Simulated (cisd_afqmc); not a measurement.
Input (AFQMC/CISD/def2-TZVPPD; cisd_afqmc is a phaseless AFQMC code with CISD trial states that reads the integrals written by Ansatz): A basis named .json is the Basis Set Exchange file of that set.

Ansatz 0.2 input:
```python
import cisd_afqmc

open("ham.yaml", "w").write("""\
crystal:
  periodic: [false, false, false]
  atoms:
    - {symbol: In, position_ang: [0.00000000, 0.00000000, 0.00000000]}
basis:
  gaussian:
    orbitals: def2-TZVPPD.json
magnetization: {spin_polarized: true, initial_magnetization: 1}
correlation: {method: ccsd, electrons: outside_noble_gas, hamiltonian_folder: ham}
scf: {lower_state_search: full}
""")
rep = cisd_afqmc.ansatz("ham.yaml")
e_ccsd = rep["correlation"]["coupled_cluster"]["energy"]["hartree"]
out = cisd_afqmc.run("ham", e_ccsd, trial="CISD", walkers=200, populations=8, threads=8, dt=0.005, steps=40, early=36, settle=10, least=32,
    cut=5e-5, rank_cut=2e-4, target=0.0004, seconds=1500, seed=1, memory=12960, gpu=False)
```

Output:

```
orbitals 47, occupied [2, 1], factors 220 of 356, rank of the doubles 54 of 136
E(HF) = -189.210090
E(CCSD) on the cut factors = -189.251526, shift to the whole factors -0.000010
Energy of the trial state on the determinant = -189.251385
  tau behind 10.8 of longer steps, mean of the populations' last blocks
   2.0  -189.25263
   4.0  -189.25252
   6.0  -189.25229
   8.0  -189.25242
blocks 343 (15 outliers left out), error by blocks joined: 1: 0.00002, 2: 0.00002, 4: 0.00002, 8: 0.00003, 16: 0.00003
E(AFQMC/CISD) = -189.25242 +/- 0.00003
```
